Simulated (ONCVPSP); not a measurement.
An all-electron radial function and its pseudo partner (tungsten)

Columns: radius, all-electron u(r) and pseudo u(r) of the 5s shell (level -77.17 eV) of tungsten in the configuration [Kr] 4d10 4f14 5s2 5p6 5d5 6s1; PBEsol, scalar-relativistic, ONCV scheme, ONCVPSP 4.0.1.

| r (bohr) | all-electron | pseudo |
| --- | --- | --- |
| 0.090 | 0.0334 | 0.1344 |
| 0.180 | 0.3355 | 0.2681 |
| 0.270 | -0.3297 | 0.3998 |
| 0.360 | -0.6242 | 0.5273 |
| 0.450 | -0.4011 | 0.6476 |
| 0.540 | 0.0460 | 0.7568 |
| 0.630 | 0.4886 | 0.8507 |
| 0.720 | 0.8256 | 0.9252 |
| 0.810 | 1.0354 | 0.9767 |
| 0.900 | 1.1344 | 1.0033 |
| 0.990 | 1.1486 | 1.0041 |
| 1.080 | 1.1049 | 0.9801 |
| 1.170 | 1.0258 | 0.9337 |
| 1.260 | 0.9278 | 0.8688 |
| 1.350 | 0.8230 | 0.7905 |
| 1.440 | 0.7191 | 0.7042 |
| 1.530 | 0.6209 | 0.6156 |
| 1.620 | 0.5310 | 0.5298 |
| 1.710 | 0.4506 | 0.4504 |
| 1.800 | 0.3800 | 0.3800 |
| 1.890 | 0.3188 | 0.3188 |
| 1.980 | 0.2664 | 0.2663 |
| 2.070 | 0.2217 | 0.2217 |
| 2.160 | 0.1840 | 0.1839 |
| 2.250 | 0.1523 | 0.1522 |
| 2.340 | 0.1257 | 0.1257 |

(1) How many radial nodes do the two functions have?

(2) At about which radius was the pseudo-wave matched?

(3) Is the pseudo-wave norm-conserving?

Answers

(1) The all-electron 5s function has n − l − 1 = 4 (the table is too coarse to show those close to the nucleus); the pseudo-wave has 0, since the states of the same l below it are removed with the core.

(2) 1.80 bohr, where the columns begin to agree (steps of 0.09 bohr).

(3) Yes: the ONCV scheme keeps the norm inside the radius equal to the all-electron one, which fixes the energy derivative of the logarithmic derivative at the level.
